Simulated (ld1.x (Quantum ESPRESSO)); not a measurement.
# C: excitation energies, all-electron against RRKJ

carbon, norm-conserving RRKJ (Kleinman–Bylander form), made with ld1.x (Quantum ESPRESSO) 7.5 (LDA (PZ), scalar-relativistic). Core [He], reference 2s2 2p2. Waves: 2s (bound): rc 1.35 bohr; 2p (bound): rc 2.05 bohr. Local part: all-electron potential smoothed inside 1.50 bohr (lloc = -1). Core correction: none. rho0 = 0.02.

Energies are relative to the spin-unpolarised reference configuration 2s2 2p2; without spin polarisation the order of configurations can differ from experiment. Spin-polarised rows fill each open shell by Hund’s rule, majority spin first.

```json
{"valence configuration": "2s2 2p1", "charge": "+1", "ΔE all-electron (eV)": "10.988", "error AE − PS (meV)": "+37"}
{"valence configuration": "2s2 2p0", "charge": "+2", "ΔE all-electron (eV)": "35.247", "error AE − PS (meV)": "+370"}
{"valence configuration": "2s1 2p0", "charge": "+3", "ΔE all-electron (eV)": "83.217", "error AE − PS (meV)": "+849"}
{"valence configuration": "2s1 2p2", "charge": "+1", "ΔE all-electron (eV)": "19.482", "error AE − PS (meV)": "-31"}
{"valence configuration": "2s1 2p3", "charge": "0", "ΔE all-electron (eV)": "8.242", "error AE − PS (meV)": "+2.4"}
{"valence configuration": "2s2 2p2.3", "charge": "-0.3", "ΔE all-electron (eV)": "-1.199", "error AE − PS (meV)": "+0.4"}
{"valence configuration": "2s2 2p1 (spin-polarised)", "charge": "+1", "ΔE all-electron (eV)": "10.591", "error AE − PS (meV)": "+68"}
```

Task: What are ΔE and the potential's error for 2s2 2p2 (spin-polarised)?

Result: ΔE = -1.128 eV all-electron; the error (AE − PS) is +85 meV.

Task: What are ΔE and the potential's error for 2s2 2p1.5?

Result: ΔE = 4.029 eV all-electron; the error (AE − PS) is +4.9 meV.
